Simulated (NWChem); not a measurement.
## A calculation on F₄Te

SMILES: F[Te](F)(F)F
```xyz
5

Te     0.0000     0.0000     0.2957
F     -1.9591     0.0000     0.0885
F      0.0000     1.4691    -0.9429
F      1.9591     0.0000     0.0885
F      0.0000    -1.4691    -0.9429
```
Charge 0, spin multiplicity 1.

Everything below was run with NWChem. The geometry was optimised at PBE/def2-SVP with def2 effective core potentials on Te, a minimum by its harmonic frequencies.

Symmetry labels belong to the abelian group C2v used in the runs, with the axes of the coordinates shown.

Effective core potentials replace the inner electrons of Te; spin-orbit coupling is left out. B3LYP has NWChem's definition, with VWN1-RPA local correlation. The structure started from a generated list of species.

List the lowest 4 singlet excitations that TD-B3LYP/def2-SVP with def2 effective core potentials on Te, VWN1-RPA local correlation gives, with oscillator strengths.


| state | symmetry | energy (eV) | wavelength (nm) | f |
|---|---|---|---|---|
| 1 | b2 | 5.37 | 231 | 0.034 |
| 2 | a2 | 6.09 | 203 | 0.000 |
| 3 | b1 | 6.21 | 200 | 0.008 |
| 4 | a1 | 6.29 | 197 | 0.037 |
